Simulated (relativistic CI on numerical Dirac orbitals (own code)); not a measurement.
Zeeman pattern of Yb 7699.49 Å at 1.5 T

Problem. The line 4f¹⁴6s6p ³P°2 – 4f¹⁴6s7s ³S1 of Yb lies at 7699.49 Å (air; NIST Handbook). Calculate its Zeeman pattern at B = 1.5 T, seen across the field, in LS coupling, and compare it with the Doppler width at an assumed gas temperature of 3000 K.

Working.
1. Landé factors g = 3/2 + [S(S + 1) − L(L + 1)]/[2J(J + 1)]: lower 1.5000, upper 2.0000.
2. The unit is μB B/hc = 0.46686 × 1.5 = 0.7003 cm⁻¹, or 415.3 mÅ at this wavelength. A component is shifted by g_u m_u − g_l m_l units. Seen across the field, the strengths for lower J and m are J² − m² (π) and ¼(J − m)(J − m − 1) (σ).
3. π components (Δm = 0), symmetric about zero, as shift (strength, strongest of all = 100): 0.000 (100), ±0.500 (75).
4. σ components with Δm = +1, mirrored for −1: 1.000 (75), 1.500 (38), 2.000 (12).
5. The centre of the σ group lies at ḡ = 1.250 units, 519.1 mÅ from the line centre.
6. The Doppler width is 7.16 × 10⁻⁷ λ √(T/M) = 22.9 mÅ (FWHM, M = 174), so the sum of Gaussians shows separate peaks away from the centre.

Check. A relativistic CI calculation gives g = 1.5007 and 1.9972 for the two levels. The nearest fine-structure partner lies 1718 cm⁻¹ away, 2454 Zeeman units, so the weak-field formulas hold; hyperfine structure, which matters at weak fields for isotopes with nuclear spin, is neglected.
